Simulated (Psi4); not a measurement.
Pair of molecules, SMILES C#C with SMILES O=CO (the first has 4 atoms); geometry from B3LYP-D3(BJ)/def2-TZVP, rigid monomers moved along the line of their centres of mass till C2···H9 is 2.08 Å.
(charge 0, multiplicity 1):
```csv
atom,x (Å),y (Å),z (Å)
C,0.5798,0.2071,-0.0879
C,-0.1733,-0.5544,0.4503
H,1.2433,0.8742,-0.5832
H,-0.8312,-1.2112,0.9704
O,-0.9597,-0.9632,3.2915
C,-0.2695,-0.1006,3.7635
O,0.5456,0.7079,3.0816
H,-0.2210,0.1361,4.8345
H,0.4924,0.4860,2.1295
```

Method: SAPT0/jun-cc-pV(D+d)Z run with Psi4.

Q: Give the four SAPT terms and the total, and say what mostly holds the pair together.

A: electrostatics -12.03, exchange 16.23, induction -4.77, dispersion -3.80, total -4.37 kcal/mol; the largest attraction is electrostatics.
